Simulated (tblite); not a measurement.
Compound: C6H11O2 (doublet state).
Numbering: `[CH3:1][CH2:2][CH2:3][O:4][CH2:5]/[CH:6]=[CH:7]/[O:8]` (hydrogens: H9, H10, H11 on C1; H12, H13 on C2; H14, H15 on C3; H16, H17 on C5; H18 on C6; H19 on C7)
Bond orders are those of one Lewis drawing.

Computed with GFN2-xTB (tblite), gas phase: L-BFGS steps from a force-field or distance-geometry start until the largest atomic force falls under 0.01 eV/Å.

Step 61: E = -720.8963 eV
```
atom  x, y, z in Å  |  force x, y, z in eV/Å
C1     -2.2732   -0.3093   -1.5733    0.016   0.002   0.015
C2     -2.2756   -0.0286   -0.0750   -0.013  -0.009   0.004
C3     -0.9005    0.4111    0.4166   -0.006  -0.006  -0.022
O4     -0.0143   -0.6757    0.2427   -0.006  -0.011   0.034
C5      1.2895   -0.5029    0.7405    0.005   0.001   0.030
C6      2.1210    0.4579   -0.0156   -0.001  -0.002  -0.012
C7      3.3946    0.1581   -0.5502    0.027   0.015  -0.010
O8      4.0709    0.9460   -1.2003    0.032   0.019   0.003
H9     -1.6253   -1.1570   -1.7788   -0.022  -0.008  -0.019
H10    -1.8957    0.5435   -2.1330   -0.055   0.050   0.034
H11    -3.2790   -0.5368   -1.9195    0.042  -0.012   0.009
H12    -2.5548   -0.9399    0.4542   -0.026   0.000   0.043
H13    -2.9935    0.7523    0.1802   -0.022   0.016  -0.072
H14    -0.5696    1.2850   -0.1611    0.010   0.005   0.009
H15    -0.9468    0.6986    1.4807    0.024  -0.049  -0.037
H16     1.7410   -1.4995    0.7389    0.001  -0.008  -0.037
H17     1.2326   -0.1568    1.7925    0.018   0.009   0.040
H18     1.7093    1.4325   -0.2336   -0.010   0.010  -0.038
H19     3.7595   -0.8689   -0.3680   -0.014  -0.022   0.026
```

Step 62: E = -720.8975 eV
```
atom  x, y, z in Å  |  force x, y, z in eV/Å
C1     -2.2803   -0.3095   -1.5732    0.013   0.010   0.021
C2     -2.2762   -0.0298   -0.0746   -0.006   0.002   0.017
C3     -0.9010    0.4129    0.4160   -0.008  -0.011  -0.019
O4     -0.0139   -0.6727    0.2353    0.002   0.019   0.057
C5      1.2905   -0.5013    0.7323   -0.014  -0.002   0.037
C6      2.1235    0.4579   -0.0242   -0.026   0.005   0.001
C7      3.4038    0.1578   -0.5415    0.028   0.026  -0.012
O8      4.0861    0.9430   -1.1886    0.038   0.010   0.002
H9     -1.6310   -1.1551   -1.7827   -0.024  -0.003  -0.018
H10    -1.9095    0.5451   -2.1348   -0.051   0.048   0.037
H11    -3.2878   -0.5398   -1.9133    0.047  -0.014   0.008
H12    -2.5530   -0.9419    0.4548   -0.011   0.002   0.038
H13    -2.9939    0.7486    0.1872   -0.037   0.029  -0.087
H14    -0.5689    1.2913   -0.1568   -0.021  -0.031   0.025
H15    -0.9502    0.6949    1.4829    0.046  -0.060  -0.076
H16     1.7391   -1.4992    0.7299    0.012  -0.005  -0.033
H17     1.2358   -0.1562    1.7855    0.016   0.004   0.021
H18     1.7100    1.4302   -0.2512   -0.002  -0.006  -0.038
H19     3.7672   -0.8669   -0.3451    0.001  -0.022   0.018
```

Step 63: E = -720.8990 eV
```
atom  x, y, z in Å  |  force x, y, z in eV/Å
C1     -2.2902   -0.3091   -1.5725    0.004   0.016   0.023
C2     -2.2774   -0.0316   -0.0737   -0.002   0.016   0.029
C3     -0.9015    0.4144    0.4143   -0.008  -0.021  -0.009
O4     -0.0128   -0.6689    0.2257    0.012   0.050   0.075
C5      1.2921   -0.4988    0.7224   -0.029  -0.002   0.032
C6      2.1269    0.4582   -0.0356   -0.040   0.018   0.006
C7      3.4168    0.1582   -0.5294    0.013   0.030  -0.005
O8      4.1077    0.9390   -1.1725    0.032  -0.011   0.011
H9     -1.6404   -1.1530   -1.7881   -0.019   0.009  -0.017
H10    -1.9290    0.5482   -2.1363   -0.038   0.040   0.043
H11    -3.2995   -0.5425   -1.9048    0.041  -0.017   0.006
H12    -2.5513   -0.9450    0.4563    0.008   0.011   0.028
H13    -2.9953    0.7441    0.1950   -0.047   0.038  -0.098
H14    -0.5687    1.2988   -0.1516   -0.058  -0.073   0.038
H15    -0.9531    0.6881    1.4842    0.065  -0.060  -0.100
H16     1.7375   -1.4984    0.7174    0.023   0.003  -0.022
H17     1.2401   -0.1550    1.7772    0.012  -0.006  -0.008
H18     1.7105    1.4270   -0.2767    0.015  -0.040  -0.032
H19     3.7777   -0.8643   -0.3134    0.015   0.000   0.002
```

Problem. Estimate the geometry and energy of step 64. (The exact step hangs on the optimiser's Hessian estimate; all steps are aligned on step 63, rigid shifts and turns removed.)

Solution. E = -720.9011 eV, largest force 0.139 eV/Å
```
atom  x, y, z in Å  |  force x, y, z in eV/Å
C1     -2.2995   -0.3087   -1.5709   -0.007   0.019   0.014
C2     -2.2790   -0.0329   -0.0725    0.001   0.029   0.033
C3     -0.9026    0.4159    0.4127   -0.009  -0.031   0.011
O4     -0.0119   -0.6644    0.2177    0.019   0.051   0.073
C5      1.2938   -0.4960    0.7120   -0.025   0.005   0.008
C6      2.1297    0.4592   -0.0489   -0.045   0.017   0.015
C7      3.4299    0.1591   -0.5163    0.000   0.023   0.008
O8      4.1327    0.9338   -1.1540    0.015  -0.032   0.024
H9     -1.6471   -1.1485   -1.7933    0.002   0.018  -0.018
H10    -1.9540    0.5535   -2.1368   -0.012   0.031   0.044
H11    -3.3087   -0.5499   -1.8949    0.007  -0.025   0.000
H12    -2.5515   -0.9466    0.4588    0.029   0.018   0.018
H13    -2.9973    0.7408    0.1996   -0.054   0.051  -0.095
H14    -0.5682    1.3062   -0.1443   -0.091  -0.099   0.034
H15    -0.9565    0.6794    1.4846    0.077  -0.040  -0.085
H16     1.7361   -1.4974    0.7001    0.031   0.014  -0.003
H17     1.2482   -0.1557    1.7693    0.005  -0.015  -0.038
H18     1.7106    1.4231   -0.3067    0.022  -0.058  -0.026
H19     3.7855   -0.8614   -0.2783    0.034   0.025  -0.017
```

The energy changes by -0.0021 eV. The first-order estimate −F·Δx gives -0.0028 eV and the mean of the old and new forces, exact on a quadratic surface, -0.0021 eV. The step makes an angle of 82° with the force vector and moves no atom by more than 0.036 Å.

The cost below is that of the whole relaxation. Time: 1.8 s wall. Hardware: one thread of an Arm Neoverse N1, on a shared host.
